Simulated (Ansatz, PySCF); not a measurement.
Noncovalent pair: CH4O (SMILES CO) (first 6 atoms) with CH2O2 (SMILES O=CO); geometry from B3LYP-D3(BJ)/def2-TZVP, rigid monomers moved along the line of their centres of mass till O2···H11 is 1.58 Å.
(charge 0, multiplicity 1):
```xyz
11

C     -0.190    -0.350     0.183
O      0.489    -0.806     1.352
H     -0.904     0.445     0.414
H     -0.729    -1.202    -0.228
H      0.520     0.011    -0.566
H      0.937    -0.055     1.780
O      0.819     0.851     3.393
C      0.009     0.217     4.031
O     -0.647    -0.851     3.605
H     -0.275     0.470     5.060
H     -0.359    -1.042     2.669
```

Monomers are frozen at their geometry in the pair; levels with a basis set take the counterpoise correction.

Frozen-core correlation.

Run with Ansatz (Gaussian basis) for Hartree–Fock, density functionals and correlated methods; PySCF for the dispersion terms. Values without a source in brackets are computed.

PBE/def2-TZVPPD gives -10.28 kcal/mol for the interaction energy.

Problem. Predict the shift from PBE, with its sign, for: PBE-D3(BJ)/def2-TZVPPD, r2SCAN/def2-TZVPPD, B3LYP/def2-TZVPPD, wB97M-V/def2-TZVPPD, MP2/aug-cc-pVDZ, CCSD(T)/aug-cc-pVDZ.

Solution. PBE-D3(BJ)/def2-TZVPPD -1.45; r2SCAN/def2-TZVPPD -1.58; B3LYP/def2-TZVPPD 1.30; wB97M-V/def2-TZVPPD -0.65; MP2/aug-cc-pVDZ 1.69; CCSD(T)/aug-cc-pVDZ 2.06 kcal/mol. 3 of 6 lie above PBE; the widest gap is to CCSD(T)/aug-cc-pVDZ.

Ansatz is a first-principles code.
